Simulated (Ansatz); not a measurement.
`[CH3][Ge]([NH2])([F])[Cl]` and `[CH3][GeH]([NH2])[F]` differ in one atom or group.

Ansatz, PBE0-D4/def2-TZVP geometries, multiplicity 1. Each molecule was computed in one conformer, which needn't be the lowest.

Scalar relativity is left out up to krypton.

```tsv
property	`[CH3][Ge]([NH2])([F])[Cl]`
ideal-gas entropy at 298 K and 1 bar (rigid rotor, harmonic PBE0-D4/def2-TZVP) / J/(mol·K)	373
HOMO–LUMO gap (ωB97M-V/def2-TZVPP) / eV	12.20
size of the dipole moment (PBE/def2-TZVPP) / D	2.79
HOMO–LUMO gap (PBE/def2-TZVPP) / eV	5.76
HOMO–LUMO gap (B3LYP/def2-TZVPP) / eV	7.58
HOMO energy (PBE0/def2-TZVPP) / eV	-8.11
```

**Question.** Give the same properties after the change, and the shifts. (Best estimate.)

**Answer.** Computed: 
```csv
property,`[CH3][GeH]([NH2])[F]`,shift
"ideal-gas entropy at 298 K and 1 bar (rigid rotor, harmonic PBE0-D4/def2-TZVP) / J/(mol·K)",336,-37
HOMO–LUMO gap (ωB97M-V/def2-TZVPP) / eV,12.49,0.29
size of the dipole moment (PBE/def2-TZVPP) / D,1.73,-1.06
HOMO–LUMO gap (PBE/def2-TZVPP) / eV,6.24,0.48
HOMO–LUMO gap (B3LYP/def2-TZVPP) / eV,7.98,0.40
HOMO energy (PBE0/def2-TZVPP) / eV,-7.84,0.27
```

With PBE0 the HOMO rises by 0.27 eV and the LUMO rises by 0.66 eV, so the gap widens by about 0.39 eV. PBE moves the HOMO by 0.29 eV and ωB97M-V by 0.19 eV. Dipoles are sizes alone; their direction can turn.

B3LYP here is the variant with VWN-RPA as its local correlation; programs differ in this.
